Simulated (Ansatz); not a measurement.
Ansatz (a first-principles code) input:

Ansatz 0.2 input:
```yaml
crystal:
  periodic: [false, false, false]
  atoms:
    - {symbol: Ca, position_ang: [-0.40944060, 0.54249696, -0.28492166]}
    - {symbol: Cl, position_ang: [1.85219330, 0.08664783, -1.37536649]}
    - {symbol: Cl, position_ang: [-1.37049847, -0.72487955, 1.71056845]}
basis:
  gaussian:
    orbitals: def2-SVP
total_charge: -1
magnetization: {spin_polarized: true, initial_magnetization: 1}
correlation: {method: ccsd_t, electrons: outside_noble_gas}
```

**Question.** What final total energy does it print?

**Answer.** -1595.90639 Eh (CCSD(T)/def2-SVP). The basis has 60 functions.
